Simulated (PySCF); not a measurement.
How methods differ on the electron affinity of Cu

Cu⁻ [Ar] 3d10 4s2 (1S) → Cu [Ar] 3d10 4s1 (2S), as a difference of total energies. Computed with PySCF 2.14 in aug-cc-pVQZ-PP with ECP10MDF, with a scalar-relativistic core potential. Correlated levels: valence: 3s2 3p6 frozen. The calculations carry no spin-orbit coupling.

```csv
method,electron affinity (eV)
UHF,0.009
LDA,1.589
PBE0,1.068
r2SCAN,1.252
TPSSh,1.072
revPBE,1.270
M06-2X,1.139
SCS-MP2 (valence),0.935
```

Estimate what MP2 (valence) gives.

0.893 eV, closest to SCS-MP2 (valence) among the rows shown.

Estimate what PBE gives.

1.362 eV, closest to revPBE among the rows shown.

In the anion the highest occupied orbital energy is positive at LDA, PBE, PBE0, r2SCAN, TPSSh, revPBE, M06-2X, a self-interaction effect; the basis confines that electron, and the energy difference can still be sensible.

For comparison: 1.236 eV (measured; photodetachment measurements, as compiled on the Wikipedia data page of electron affinities).
